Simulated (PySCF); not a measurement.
Computed with PBE0-D3(BJ)/def2-TZVP run with PySCF. Isolated molecules, 0 K electronic values unless said otherwise. 

Reference species (SMILES): `[C](Cl)Cl` (excited triplet) (neutral, multiplicity 3).

The dipole moment is 0.35 D. The highest occupied spin orbital comes out as -6.13 eV.

Changed species: `[CH]Cl` (triplet; the order of the spin states depends on the level) (X = H, multiplicity 3; the reference has X = chloro, multiplicity 3).

### Question
Give the shifts of the dipole moment and highest occupied spin orbital.

### Answer
the dipole moment increases by 0.43 D, to 0.78 D; the highest occupied spin orbital drops by 0.28 eV, to -6.41 eV.
